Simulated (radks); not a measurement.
Ga, configuration [Ar] 3d10 4s2 4p1. Method: non-relativistic Kohn-Sham, LB94 model potential, spin-polarised, spherical densities, point nucleus; open shells are filled with parallel spins first; computed with a radial shooting solver on a logarithmic mesh with Libxc functionals.

Normalised radial functions P(r) = r R(r), r in bohr:

r,3p down,4p down,4p up
0.001618,0.0008,0.0002,0.0002
0.001854,0.0011,0.0002,0.0002
0.002141,0.0015,0.0003,0.0003
0.002452,0.0019,0.0004,0.0004
0.002832,0.0025,0.0005,0.0005
0.003245,0.0033,0.0007,0.0007
0.003747,0.0043,0.0009,0.0009
0.004293,0.0057,0.0012,0.0012
0.004958,0.0075,0.0016,0.0016
0.005681,0.0097,0.0021,0.0020
0.006561,0.0128,0.0027,0.0027
0.007516,0.0165,0.0035,0.0035
0.008681,0.0216,0.0046,0.0045
0.009945,0.0278,0.0059,0.0058
0.01149,0.0362,0.0077,0.0076
0.01316,0.0463,0.0098,0.0097
0.0152,0.0599,0.0127,0.0125
0.01741,0.0759,0.0161,0.0159
0.02011,0.0971,0.0206,0.0203
0.02304,0.1218,0.0259,0.0255
0.0266,0.1537,0.0326,0.0322
0.03048,0.1900,0.0403,0.0398
0.03492,0.2328,0.0494,0.0487
0.04033,0.2854,0.0605,0.0597
0.0462,0.3417,0.0724,0.0715
0.05336,0.4073,0.0863,0.0851
0.06113,0.4729,0.1001,0.0988
0.0706,0.5423,0.1146,0.1131
0.08089,0.6030,0.1272,0.1255
0.09342,0.6547,0.1378,0.1359
0.107,0.6833,0.1432,0.1413
0.1236,0.6818,0.1420,0.1401
0.1416,0.6404,0.1321,0.1303
0.1635,0.5447,0.1102,0.1087
0.1874,0.3996,0.0778,0.0767
0.2164,0.1879,0.0310,0.0306
0.2479,-0.0593,-0.0228,-0.0225
0.2863,-0.3534,-0.0856,-0.0845
0.328,-0.6373,-0.1441,-0.1422
0.3788,-0.9125,-0.1969,-0.1943
0.434,-1.1197,-0.2304,-0.2273
0.5012,-1.2580,-0.2410,-0.2377
0.5743,-1.2992,-0.2227,-0.2196
0.6579,-1.2541,-0.1756,-0.1730
0.7598,-1.1265,-0.0963,-0.0946
0.8705,-0.9539,0.0010,0.0015
1.005,-0.7453,0.1192,0.1183
1.152,-0.5503,0.2356,0.2332
1.33,-0.3683,0.3529,0.3488
1.524,-0.2320,0.4485,0.4432
1.76,-0.1291,0.5261,0.5203
2.016,-0.0671,0.5728,0.5677
2.329,-0.0298,0.5922,0.5891
2.668,-0.0122,0.5827,0.5820
3.081,-0.0041,0.5452,0.5469
3.53,-0.0012,0.4881,0.4913
4.077,-0.0003,0.4109,0.4146
4.671,-0.0001,0.3297,0.3329
5.394,0.0000,0.2437,0.2459
6.18,0.0000,0.1700,0.1712
7.137,0.0000,0.1060,0.1066
8.177,0.0000,0.0614,0.0618
9.443,0.0000,0.0306,0.0309
10.82,0.0000,0.0139,0.0142

3p down: eigenvalue -104.78 eV, 1 radial node at r = 0.240 bohr, <r> = 0.686 bohr, 90 % of the charge inside 1.06 bohr. 4p down (empty): eigenvalue -6.541 eV, 2 radial nodes at r = 0.235, 0.869 bohr, <r> = 3.09 bohr, 90 % of the charge inside 4.88 bohr. 4p up: eigenvalue -6.275 eV, 2 radial nodes at r = 0.235, 0.869 bohr, <r> = 3.11 bohr, 90 % of the charge inside 4.90 bohr.
